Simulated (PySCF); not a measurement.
## Excitation energy of Mg by level of theory

Mg [Ne] 3s2 (1S) → Mg [Ne] 3d2 (3F), as a difference of total energies. Calculation: PySCF 2.14, in aug-cc-pVQZ with one added diffuse shell each of s, p, d, f, g type (8s7p5d4f3g, 109 functions); the non-relativistic Hamiltonian (point nucleus). Correlated levels: valence: [Ne] frozen. The calculations carry no spin-orbit coupling.

| method | excitation energy (eV) |
| --- | --- |
| UHF | 13.019 |
| LDA | 13.622 |
| PBE | 13.141 |
| PBE0 | 13.291 |
| r2SCAN | 13.098 |
| PBEsol | 13.127 |
| wB97X | 13.643 |
| BP86 | 13.102 |
| MP2 (valence) | 13.555 |
| SCS-MP2 (valence) | 13.775 |

Problem. How much does correlation contribute at MP2 (valence)?

Solution. 13.555 − (13.019) = 0.536 eV, measured against UHF.

The upper state lies above the first ionisation limit, where it may autoionise and the basis confines it.

The promoted electron is Rydberg-like, and one or two diffuse shells describe it only roughly, which tends to raise the upper state.
